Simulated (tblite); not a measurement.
Compound: C5H11NOSi2.
Cartesian coordinates in Å at the GFN2-xTB level; atoms count from 1:
```
atom  x, y, z in Å
C1     2.7044    0.9590    1.4832
C2     2.1088    0.1157    0.4703
C3     1.6301   -0.5976   -0.3665
C4     1.0333   -1.4282   -1.3885
C5    -0.4298   -1.0903   -1.6074
O6    -0.9266   -1.1457   -2.7108
Si7   -1.4742   -0.5489   -0.0912
N8    -3.0405   -1.0762   -0.5778
Si9   -1.2047    1.7141    0.3037
H10    2.2463    0.7575    2.4512
H11    3.7742    0.7619    1.5510
H12    2.5518    2.0081    1.2317
H13    1.5863   -1.3490   -2.3297
H14    1.0576   -2.4751   -1.0651
H15   -1.0801   -1.4197    1.0301
H16   -3.8767   -0.7213   -0.1454
H17   -3.1941   -1.2490   -1.5593
H18   -2.4827    2.4376    0.2368
H19   -0.6859    1.9662    1.6517
H20   -0.3027    2.3914   -0.6322
```

Calculated harmonic vibrations of the isolated species, GFN2-xTB (tblite), most abundant isotopes, no scaling. The method is semi-empirical: single wavenumbers can be off by several per cent or more. Modes of hydrogen on silicon can be 10 to 20 % off. One conformer, not necessarily the lowest.

Harmonic wavenumbers (cm⁻¹): 26.7, 36.6, 45.4, 65.7, 77.3, 86.9, 145.9, 152.6, 210.9, 220.9, 227.7, 278.8, 296.2, 362.8, 375.4, 423.7, 454.7, 460.5, 470.3, 519.3, 595.9, 626.7, 675.4, 787.5, 799.1, 810.7, 817.7, 823.6, 868.8, 902.9, 1022.4, 1026.2, 1072.5, 1112.2, 1192.6, 1274.1, 1390.3, 1411.2, 1455.2, 1456.7, 1508.9, 1717.5, 2149.4, 2198.5, 2229.4, 2236.2, 2411.9, 2923.1, 2950.1, 3002.5, 3003.9, 3011.0, 3461.4, 3509.6.

A = 1370, B = 848.9, C = 600.1 MHz; mass 157.038 u (most abundant isotopes); point group C1, symmetry number 1.

Problem. Zero-point energy?

Solution. Half the sum of the wavenumbers: 30687 cm⁻¹ = 367.10 kJ/mol.

Problem. Give the ideal-gas entropy at 200 K and 1 bar in the rigid-rotor, harmonic-oscillator model (classical rotation).

Solution. Translation 163.62, rotation 122.68, vibration 152.79: S = 439.1 J/(mol K).

Problem. And Cp and H(200 K) − H(0)?

Solution. Cp = 169.08 J/(mol K), of which vibrations give 135.82 (their classical limit is 54 R = 449.0); H(200 K) − H(0) = 21.81 kJ/mol without the zero-point energy, 15.16 from vibrations.

Problem. How do the functions run with temperature in this model?

Solution. 
| T (K) | S (J/(mol K)) | Cp (J/(mol K)) | H − H(0) (kJ/mol) | G − H(0) (kJ/mol) | ln q(vib) |
| --- | --- | --- | --- | --- | --- |
| 150 | 394.4 | 142.4 | 14.01 | -45.15 | 6.92 |
| 250 | 479.5 | 193.6 | 30.88 | -88.99 | 11.49 |
| 298.15 | 515.5 | 215.1 | 40.73 | -112.95 | 13.53 |
| 400 | 584.3 | 254.3 | 64.70 | -169.03 | 17.62 |
| 600 | 698.9 | 310.8 | 121.58 | -297.75 | 24.86 |
| 900 | 836.2 | 365.9 | 223.75 | -528.84 | 34.22 |

q(vib) and H(0) count from the zero-point level.

Problem. Blend soft modes into free rotors: weight 1/[1 + (100 cm⁻¹/ν̃)⁴] for the oscillator and the rest for a rotor with moment μB/(μ + B), μ = h/(8π²ν), B = 10⁻⁴⁴ kg m². What vibrational entropy results?

Solution. 133.68 J/(mol K) in place of 152.79, which changes −T·S at 200 K by +3.82 kJ/mol.

Problem. Which modes carry the vibrational entropy at 200 K?

Solution. 26.7 cm⁻¹: 22.04; 36.6 cm⁻¹: 19.43; 45.4 cm⁻¹: 17.66; 65.7 cm⁻¹: 14.62; 77.3 cm⁻¹: 13.30; 86.9 cm⁻¹: 12.35 J/(mol K); the other 48 give 53.38 together.

Problem. What must be added to the electronic energy to get the Gibbs energy at 200 K and 1 bar?

Solution. ZPE + [H(200 K) − H(0)] − T·S = 367.10 + 21.81 − 87.82 = 301.09 kJ/mol.

Hindered rotation and anharmonicity are outside this model. Other conformers, if any are populated, would add a mixing term that is left out. The structure is chiral; the term R ln 2 for an equal mix with its mirror image is left out.

Hardware: one thread, Arm Neoverse N1 (aarch64), no GPU (shared host). Cost: 1.6 s wall. The figure is for the frequency step alone.
